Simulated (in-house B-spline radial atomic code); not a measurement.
RPA and G0W0 for Pt VI (Pt5+), [Xe] 4f14 5d5, highest spin, as one setting changes: the highest l of the empty states. Start: PBE0. A dash marks a level of low quasi-particle weight. Computed with a B-spline radial code for spherical atoms: all electrons, scalar-relativistic (spin-free one-electron X2C), finite nucleus, each spin shell either full or empty, empty states to the listed l with an (l + 1/2)⁻⁴ tail; G0W0 by contour deformation at full frequency.

Without the two-electron picture change, the correlation of inner shells comes somewhat too large for so heavy an element.

| highest l of the empty states | RPA summed (Eh) | RPA extrapolated (Eh) | G0W0 level (eV) |
| --- | --- | --- | --- |
| 5 | -5.623 | -6.5801 | 5d up -77.67 |
| 6 | ? | ? | ? |
| 7 | ? | ? | ? |
| 8 | -6.2723 | -6.5292 | 5d up -77.70 |
| 9 | -6.3365 | -6.5098 | 5d up -77.69 |
| 10 | -6.3762 | -6.4968 | 5d up -77.68 |
| 11 | -6.4018 | -6.4877 | 5d up -77.68 |

Problem. What belongs in the row for 7?

Solution. RPA summed (Eh): -6.164; RPA extrapolated (Eh): -6.5518; G0W0 level (eV): 5d up -77.71.

Problem. What belongs in the row for 6?

Solution. RPA summed (Eh): -5.9742; RPA extrapolated (Eh): -6.5774; G0W0 level (eV): 5d up -77.68.
